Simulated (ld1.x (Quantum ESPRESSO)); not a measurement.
**Si (Z = 14): variants of one PAW potential**

Base potential:

```
Element                 : silicon (Si)
Generator               : ld1.x (Quantum ESPRESSO) 7.5
Type                    : PAW
Functional              : revPBE
Relativity              : non-relativistic
Frozen core             : [He]
Valence charge          : 12
Reference configuration : 2s2 2p6 3s2 3p1.5 (charge +0.5)
Partial waves           : 2s (bound): rcut 0.85, rcutus 1.05 bohr; 3s (bound): rcut 0.85, rcutus 1.05 bohr; 2p (bound): rcut 0.85, rcutus 1.00 bohr; 3p (bound): rcut 0.85, rcutus 1.00 bohr; 3d channel at 0.05 Ry: rcut 0.75, rcutus 1.00 bohr
Local potential         : all-electron potential smoothed inside 1.05 bohr (lloc = -2)
Core correction         : a·sin(br)/r model core, default radius (ld1.x builds one for every PAW set, though the input has nlcc=.false.)
Augmentation charge     : BESSEL, radius 0.75 bohr
```

Cutoffs, loose and tight: the cutoffs (Ry, on a coarse ladder) from which the occupation-weighted sum of valence levels, in a spherical-Bessel basis at the reference potential, stays within 10 and 1 mRy of its value at 400 Ry. They do not see the model core or the augmentation charge, which bear on the density cutoff. Test errors are all-electron minus pseudo excitation energies from the reference, over the configurations 2s2 2p6 3s2 3p2; 2s2 2p6 3s2 3p1; 2s2 2p6 3s2 3p0; 2s2 2p6 3s2 3p2.3; 2s2 2p6 3s1 3p3; 2s2 2p5 3s2 3p2; 2s1 2p6 3s2 3p2. A dash means not determined; rows that change the core or the reference have their own tests.

Cutoffs are not given where the Bessel-basis levels miss the radial ones by over 6 mRy, ghosts where they miss by over 20 mRy; a channel whose overlap is not positive is not tested.

```tsv
change	outcome	cutoff, loose	cutoff, tight	bound ghosts	largest test error (meV)
base	generated	120 Ry	200 Ry	none	test run stopped at test 2 of 7 (negative rho), 1 before it not solved
local potential all-electron potential smoothed inside 0.56 bohr (lloc = -2)	generated	120 Ry	200 Ry	none	-17
local potential all-electron potential smoothed inside 0.64 bohr (lloc = -2)	generated	120 Ry	200 Ry	none	-28
local potential all-electron potential smoothed inside 0.74 bohr (lloc = -2)	generated	120 Ry	200 Ry	none	+28
local potential all-electron potential smoothed inside 0.86 bohr (lloc = -2)	generated	120 Ry	200 Ry	none	test run stopped at test 2 of 7 (negative rho), 1 before it not solved
local potential all-electron potential smoothed inside 1.00 bohr (lloc = -2)	generated	120 Ry	200 Ry	none	test run stopped at test 2 of 7 (negative rho), 1 before it not solved
local potential all-electron potential smoothed inside 1.08 bohr (lloc = -2)	generated	120 Ry	200 Ry	none	test run stopped at test 2 of 7 (negative rho), 1 before it not solved
local potential all-electron potential smoothed inside 1.18 bohr (lloc = -2)	generated	120 Ry	200 Ry	none	test run stopped at test 2 of 7 (negative rho), 1 before it not solved
```

(1) What comes out with this change to the base: local potential all-electron potential smoothed inside 0.42 bohr (lloc = -2)?

## Answers

(1) outcome: generated, overlap not positive; bound ghosts: not determined (overlap not positive); largest test error (meV): +405. A file whose overlap is not positive is unfit for use, and its test errors describe a broken file.

Reading the sweep of the rcloc (base included, trends over the rows without a ghost): The loose cutoff stays near 120 Ry.
